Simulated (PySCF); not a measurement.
# Correlation energy of N (nitrogen, neutral)

[He] 2s2 2p3, high-spin 4S determinant. All numbers are calculated (PySCF 2.14, the spin-free X2C one-electron Hamiltonian (Gaussian nucleus), in cc-pVTZ-DK (4s3p2d1f, 30 functions)). Frozen: 1s2; 5 electrons correlated.

MP2 pair energies summed by pair of shells (mhartree):

| pair | energy | share (%) |
| --- | --- | --- |
| 2s-2p | -61.97 | 64.6 |
| 2p-2p | -23.19 | 24.2 |
| 2s-2s | -10.82 | 11.3 |

Total MP2 correlation energy: -95.97 mhartree.

Same-spin part -29.36 and opposite-spin part -66.61 mhartree; SCS-MP2 scales them by 1/3 and 6/5 to -89.72 mhartree.

```json
{"level": "CCSD", "correlation energy (mhartree)": "-111.79"}
{"level": "(T)", "correlation energy (mhartree)": "-2.28"}
{"level": "CCSD(T)", "correlation energy (mhartree)": "-114.07"}
```

Diagnostics: T1 = 0.0053, D1 = 0.0128, largest double amplitude 0.040.

Cost of the coupled-cluster step: 0.28 s of wall time on 1 thread of Neoverse-V1 (shared host), for 5 correlated electrons.
